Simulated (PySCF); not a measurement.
## A thermochemical cycle for CsMg

r²SCAN in PySCF with def2-SVPD on every atom (core potentials on Cs), for the lowest determinant that a PBE0 search found; no spin–orbit coupling. CsMg, a doublet (σ ↑), has De = 0.18 eV to neutral atoms, and CsMg⁺, a singlet (closed shell), has De = 0.21 eV to Cs⁺ + Mg.

At the same level the Cs atom ionises at 3.79 eV.

Question: What is the adiabatic ionisation energy of the molecule, and does ionisation strengthen or weaken the bond?

Answer: IE = IE(Cs) + De(neutral) − De(ion) = 3.79 + 0.18 − 0.21 = 3.76 eV. De changes by +0.03 eV, so ionisation hardly changes the bond energy.

Closed-shell solutions of metal pairs were not tested for spin polarisation, which can lower them a little. Weak bonds: CsMg, CsMg⁺. Basis-set superposition, not corrected here, can be much of De in a small basis, most of all at correlated wavefunction levels. Spin–orbit coupling is left out. For an ion De counts to the pair picked by the measured ionisation energies or electron affinities, which need not be the lowest pair at this level. States were picked by a PBE0 search and need not be the measured ground states.
